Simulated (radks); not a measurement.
Polarisability of neutral tin, [Kr] 4d10 5s2 5p2, at imaginary frequency. All-electron calculation, non-relativistic Kohn-Sham, PBE, spin-unpolarised, spherical densities, point nucleus; relativity is left out, which matters for an element this heavy. Program: a radial shooting solver on a logarithmic mesh with Libxc functionals. Response by self-consistent Sternheimer equations with the Hartree and adiabatic LDA kernel.

w (hartree)  alpha1(iw) (bohr^3)
0.00266                    66.66
0.0143                     66.28
0.0360                     64.26
0.0697                     58.77
0.118                      49.23
0.186                      37.45
0.280                      26.09
0.413                      16.93
0.605                      10.46
0.892                      6.301
1.35                       3.715
2.12                       2.073
3.59                      0.9976
6.94                      0.3559
17.5                     0.07744

Static values: alpha1 = 66.68 bohr^3 (9.880 angstrom^3; uncoupled 101.5). C6 = 745.9, triple-dipole C9 = 34780 atomic units. One-pole (London) frequency 4 C6 / (3 alpha1^2) = 0.224 hartree, against 0.139 for minus the highest occupied eigenvalue. Recommended static value: 53 bohr^3 (Schwerdtfeger and Nagle, 2023 table).

Beside tabulated values, note that spin-unpolarised runs miss the spin-polarisation part of the exchange energy of open shells.
